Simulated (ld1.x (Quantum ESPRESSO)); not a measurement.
**cadmium (Cd): one change to a PAW potential, before and after**

```json
{
 "Element": "cadmium (Cd)",
 "Generator": "ld1.x (Quantum ESPRESSO) 7.5",
 "Type": "PAW",
 "Functional": "PBEsol",
 "Relativity": "scalar-relativistic",
 "Frozen core": "[Kr]",
 "Valence charge": "12",
 "Reference configuration": "4d10 5s2 5p0",
 "Partial waves": "5s (bound): rcut 1.65, rcutus 2.10 bohr; 5s channel at 1.2 Ry: rcut 1.65, rcutus 2.10 bohr; 5p (bound, empty): rcut 2.80, rcutus 3.50 bohr; 5p channel at 4.25 Ry: rcut 2.80, rcutus 3.50 bohr; 4d (bound): rcut 0.90, rcutus 1.20 bohr; 4d channel at 2.35 Ry: rcut 0.90, rcutus 1.20 bohr",
 "Local potential": "all-electron potential smoothed inside 1.10 bohr (lloc = -2)",
 "Core correction": "Bessel-smoothed model core inside 1.00 bohr",
 "Augmentation charge": "PSQ, radius 1.00 bohr"
}
```

All-electron outer shells of the reference configuration (PBEsol, scalar-relativistic, ld1.x):

| shell | level (eV) | outermost node (bohr) | outermost maximum (bohr) |
| --- | --- | --- | --- |
| 4s | -105.81 | 0.43 | 0.79 |
| 4p | -66.89 | 0.43 | 0.84 |
| 4d | -11.73 | 0.42 | 0.98 |
| 5s | -5.70 | 1.07 | 2.32 |
| 5p | -1.14 | 1.20 | 3.29 |

Change: all radii but the core radius scaled by about 1.13 (s 2.38, p 3.96, d 1.36 bohr, rcut 1.88/3.18/1.02); local potential all-electron potential smoothed inside 1.24 bohr (lloc = -2); augmentation PSQ, radius 1.14 bohr.

Cutoffs: the cutoffs (Ry, on a coarse ladder) from which the occupation-weighted sum of valence levels, in a spherical-Bessel basis at the reference potential, stays within 10 and 1 mRy of its value at 400 Ry; they do not see the model core or the augmentation charge, which bear on the density cutoff. Errors are all-electron minus pseudo energies relative to the spin-unpolarised reference configuration.

Problem. Predict the effect on cutoff, ghosts and configuration errors.

Solution. The potential gets softer (80 Ry and 140 Ry → 60 Ry and 110 Ry); the bound ghosts move from p, s to s; of the 7 tests that both files solve, the error grows in 1 and shrinks in 1 by more than 15 % and 0.3 meV (median size 9.7 → 9.4 meV). A larger radius leaves more room for a smooth pseudo-wave, so fewer plane waves are needed.

```tsv
quantity	base	changed
cutoff, loose	80 Ry	60 Ry
cutoff, tight	140 Ry	110 Ry
loose cutoff by channel (10 mRy a level)	s 6 Ry, d 60 Ry	s 6 Ry, d 50 Ry
bound ghosts	s, p	s
error for 4d10 5s1 5p0, meV [ΔE 9.31 eV]	-2.5	-2.5
error for 4d10 5s0 5p0, meV [ΔE 26.40 eV]	-9.7	-9.4
error for 4d9 5s0 5p0, meV [ΔE 64.40 eV]	-127	-127
error for 4d10 5s0 5p1, meV [ΔE 15.16 eV]	-0.7	+5.1
error for 4d8 5s0 5p0, meV [ΔE 118.44 eV]	-582	-582
error for 4d9 5s2 5p0, meV [ΔE 17.97 eV]	-65	-67
error for 4d10 5s0 5p2, meV [ΔE 9.77 eV]	-1.9	-0.6
lowest overlap eigenvalue by channel	s 0.40, p 0.05, d 0.95	s 0.29, p 0.11, d 0.74
```

 A true bound ghost makes a file unfit for plane-wave use even where its test errors are small: the radial tests pick states by their node count and pass the ghost by.
